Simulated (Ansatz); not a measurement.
Ansatz (a quantum-chemistry and plane-wave program) input:

Ansatz 0.2 input:
```yaml
crystal:
  periodic: [false, false, false]
  atoms:
    - {symbol: C, position_ang: [0.63081438, -0.23006859, -1.76891708]}
    - {symbol: Si, position_ang: [0.06735294, -0.02662284, -0.11763802]}
    - {symbol: C, position_ang: [-1.79756003, 0.39591218, -0.08410632]}
    - {symbol: N, position_ang: [0.89338399, 1.18761041, 0.91822515]}
    - {symbol: N, position_ang: [0.24541351, -1.41067225, 1.00126145]}
    - {symbol: H, position_ang: [0.09270791, 0.22090591, -2.60024036]}
    - {symbol: H, position_ang: [1.64156535, -0.55009456, -2.01494530]}
    - {symbol: H, position_ang: [-2.39971538, -0.44947277, -0.42865420]}
    - {symbol: H, position_ang: [-2.12464092, 0.64975759, 0.92983009]}
    - {symbol: H, position_ang: [-2.01462102, 1.24882050, -0.73515436]}
    - {symbol: H, position_ang: [0.42192192, 1.45835897, 1.77579189]}
    - {symbol: H, position_ang: [1.13181825, 2.02065444, 0.39732748]}
    - {symbol: H, position_ang: [0.21061605, -2.29257524, 0.50465316]}
    - {symbol: H, position_ang: [1.12629796, -1.36726393, 1.50005795]}
basis:
  gaussian:
    orbitals: def2-TZVPD
hamiltonian:
  xc: {name: B3LYP}
total_charge: -1
output: {forces: true}
```

Q: Predict the final energy.

A: -480.80189 Eh (B3LYP/def2-TZVPD). The basis has 272 functions.

It need not be the lowest isomer of its formula. Whether it binds its extra electron was not tested at this geometry.
